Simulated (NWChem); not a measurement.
System: AlH$_{2}$O$_{2}$Br; SMILES [Br][Al]([OH])[OH]

Here is an NWChem input.

```
start job
memory heap 200 mb stack 900 mb global 1100 mb
geometry units angstroms noautoz
  Al     0.917294     0.724700     0.093002
  Br    -0.849867    -0.692080    -0.109705
  O      0.946910     2.211630    -0.729865
  H      0.210603     2.473368    -1.296026
  O      2.249303     0.329987     1.071915
  H      2.272625    -0.504911     1.555335
end
basis spherical
  * library def2-svp
end
dft
  xc xpbe96 cpbe96
  iterations 150
  mulliken
end
task dft energy
```

NWChem printed, in part:

```
             Northwest Computational Chemistry Package (NWChem) 7.3.0
             --------------------------------------------------------

 C2V symmetry detected

                             Geometry "geometry" -> ""
                             -------------------------

 Output coordinates in angstroms (scale by  1.889725989 to convert to a.u.)

  No.       Tag          Charge          X              Y              Z
 ---- ---------------- ---------- -------------- -------------- --------------
    1 Al                  13.0000     0.00000000     0.00000000     0.98086293
    2 Br                  35.0000     0.00000000     0.00000000    -1.29316735
    3 O                    8.0000     0.00000000    -1.45629830     1.85712071
    4 H                    1.0000     0.00000000    -2.30501295     1.39785392
    5 O                    8.0000     0.00000000     1.45629830     1.85712071
    6 H                    1.0000     0.00000000     2.30501295     1.39785392

 Effective nuclear repulsion energy (a.u.)     295.1066446081

      Symmetry information
      --------------------

 Group name             C2v
 Group number             16
 Group order               4
 No. of unique centers     4

  pbe96 is a nonlocal functional; adding pw91lda local functional.

                                 NWChem DFT Module
                                 -----------------

 Summary of "ao basis" -> "ao basis" (spherical)
 ------------------------------------------------------------------------------
       Tag                 Description            Shells   Functions and Types
 ---------------- ------------------------------  ------  ---------------------
 Al                         def2-svp                 8       18   4s3p1d
 Br                         def2-svp                12       32   5s4p3d
 O                          def2-svp                 6       14   3s2p1d
 H                          def2-svp                 3        5   2s1p

      Symmetry analysis of basis
      --------------------------

        a1         38
        a2          9
        b1         16
        b2         25

            General Information
            -------------------
          SCF calculation type: DFT
          Wavefunction type:  closed shell.
          No. of atoms     :     6
          No. of electrons :    66
           Alpha electrons :    33
            Beta electrons :    33
          Charge           :     0
          Spin multiplicity:     1
          Use of symmetry is: on ; symmetry adaption is: on
          Maximum number of iterations: 150
          AO basis - number of functions:    88
                     number of shells:    38
          Convergence on energy requested:  1.00D-06
          Convergence on density requested:  1.00D-05
          Convergence on gradient requested:  5.00D-04

              XC Information
              --------------
          PerdewBurkeErnzerhof Exchange Functional  1.000
            Perdew 1991 LDA Correlation Functional  1.000 local
           PerdewBurkeErnz. Correlation Functional  1.000 non-local

             Grid Information
             ----------------
          Grid used for XC integration:  medium
          Radial quadrature: Mura-Knowles
          Angular quadrature: Lebedev.
          Tag              B.-S. Rad. Rad. Pts. Rad. Cut. Ang. Pts.
          ---              ---------- --------- --------- ---------
          Al                  1.25       88           8.0       590
          Br                  1.15      112          10.0       590
          O                   0.60       49          10.0       434
          H                   0.35       45          12.0       434
          Grid pruning is: on
          Number of quadrature shells:   294
          Spatial weights used:  Erf1

      Superposition of Atomic Density Guess
      -------------------------------------

 Sum of atomic energies:       -2964.25809149

      Non-variational initial energy
      ------------------------------

 Total energy =   -2964.994434
 1-e energy   =   -4713.265894
 2-e energy   =    1453.164816
 HOMO         =      -0.412989
 LUMO         =      -0.043987

      Symmetry analysis of molecular orbitals - initial
      -------------------------------------------------

  Numbering of irreducible representations:

     1 a1          2 a2          3 b1          4 b2

  Orbital symmetries:

     1 a1          2 a1          3 a1          4 b2          5 b1
     6 a1          7 a1          8 b2          9 a1         10 a1
    11 b2         12 b1         13 a1         14 b2         15 a1
    16 b1         17 b2         18 a1         19 a2         20 a1
    21 b1         22 a1         23 b2         24 a1         25 a1
    26 b2         27 a1         28 b2         29 b1         30 a2
    31 a1         32 b1         33 b2         34 a1         35 b1
    36 b2         37 a1         38 a1         39 b2         40 a1
    41 b1         42 a1         43 b2

     ---------------------------------------------
      Total Density - Mulliken Population Analysis
     ---------------------------------------------

    Atom       Charge   Shell Charges
 -----------   ------   -------------------------------------------------------
    1 Al  13    11.52   2.00  1.99  0.59  0.04  5.93  0.50  0.23  0.24
    2 Br  35    35.43   2.00  2.00  2.00  1.36  0.59  6.00  5.99  2.38  3.12  8.23  1.73  0.05
    3 O    8     8.88   1.99  1.11  0.64  3.14  2.00  0.00
    4 H    1     0.64   0.52  0.07  0.06
    5 O    8     8.88   1.99  1.11  0.64  3.14  2.00  0.00
    6 H    1     0.64   0.52  0.07  0.06

   convergence    iter        energy       DeltaE   RMS-Dens  Diis-err
 ---------------- ----- ----------------- --------- --------- ---------
 d= 0,ls=0.0,diis     1  -2967.0898653373 -3.26D+03  2.39D-02  1.24D+00
 d= 0,ls=0.0,diis     2  -2966.5968308510  4.93D-01  1.80D-02  5.91D+00
 d= 0,ls=0.0,diis     3  -2967.2114484253 -6.15D-01  3.39D-03  9.87D-02
 d= 0,ls=0.0,diis     4  -2967.2191605014 -7.71D-03  1.60D-03  2.08D-02
 d= 0,ls=0.0,diis     5  -2967.2213656602 -2.21D-03  3.60D-04  9.05D-04
  Resetting Diis
 d= 0,ls=0.0,diis     6  -2967.2215025027 -1.37D-04  4.69D-05  2.15D-05
 d= 0,ls=0.0,diis     7  -2967.2215052837 -2.78D-06  2.34D-05  1.29D-06
 d= 0,ls=0.0,diis     8  -2967.2215050499  2.34D-07  1.42D-05  3.42D-06
 d= 0,ls=0.0,diis     9  -2967.2215054227 -3.73D-07  2.91D-06  1.84D-07

         Total DFT energy =    -2967.221505422732
      One electron energy =    -4716.576605594707
           Coulomb energy =     1581.580232305952
    Exchange-Corr. energy =     -127.331776742086
 Nuclear repulsion energy =      295.106644608110

 Numeric. integr. density =       65.999999340307

                  Occupations of the irreducible representations
                  ----------------------------------------------

                     irrep           alpha         beta
                     --------     --------     --------
                     a1               16.0         16.0
                     a2                2.0          2.0
                     b1                6.0          6.0
                     b2                9.0          9.0

                       DFT Final Molecular Orbital Analysis
                       ------------------------------------

 Vector   31  Occ=2.000000D+00  E=-2.664387D-01  Symmetry=a2
              MO Center=  4.7D-14,  1.4D-13,  1.8D+00, r^2= 2.7D+00
   Bfn.  Coefficient  Atom+Function         Bfn.  Coefficient  Atom+Function
  ----- ------------  ---------------      ----- ------------  ---------------
    54      0.442682  3 O  px                73     -0.442682  5 O  px
    57      0.337656  3 O  px                76     -0.337656  5 O  px
    14     -0.089272  1 Al d -2

 Vector   32  Occ=2.000000D+00  E=-2.654322D-01  Symmetry=b1
              MO Center=  3.6D-13, -1.4D-13, -6.1D-01, r^2= 3.3D+00
   Bfn.  Coefficient  Atom+Function         Bfn.  Coefficient  Atom+Function
  ----- ------------  ---------------      ----- ------------  ---------------
    33      0.549751  2 Br px                30      0.471176  2 Br px
    27     -0.316230  2 Br px                54     -0.200377  3 O  px
    73     -0.200377  5 O  px                57     -0.151520  3 O  px
    76     -0.151520  5 O  px                24      0.102913  2 Br px
    17      0.061663  1 Al d  1

 Vector   33  Occ=2.000000D+00  E=-2.604839D-01  Symmetry=b2
              MO Center= -9.3D-16, -1.7D-14, -5.6D-01, r^2= 3.5D+00
   Bfn.  Coefficient  Atom+Function         Bfn.  Coefficient  Atom+Function
  ----- ------------  ---------------      ----- ------------  ---------------
    34      0.536389  2 Br py                31      0.476479  2 Br py
    28     -0.317278  2 Br py                56     -0.206162  3 O  pz
    75      0.206162  5 O  pz                59     -0.151053  3 O  pz
    78      0.151053  5 O  pz                25      0.103208  2 Br py
    55      0.048274  3 O  py                74      0.048274  5 O  py

 Vector   34  Occ=0.000000D+00  E=-5.600382D-02  Symmetry=a1
              MO Center= -2.5D-15,  4.2D-15,  7.5D-01, r^2= 4.8D+00
   Bfn.  Coefficient  Atom+Function         Bfn.  Coefficient  Atom+Function
  ----- ------------  ---------------      ----- ------------  ---------------
     4      1.056134  1 Al s                 35     -0.407283  2 Br pz
    53     -0.313894  3 O  s                 72     -0.313894  5 O  s
    23     -0.296853  2 Br s                  3      0.251701  1 Al s
    22     -0.236998  2 Br s                  2      0.233206  1 Al s
    32     -0.210795  2 Br pz                52     -0.144362  3 O  s

[...]
```

Level: PBE/def2-SVP. Structure relaxed at the B3LYP/6-31G* (spherical d) level.
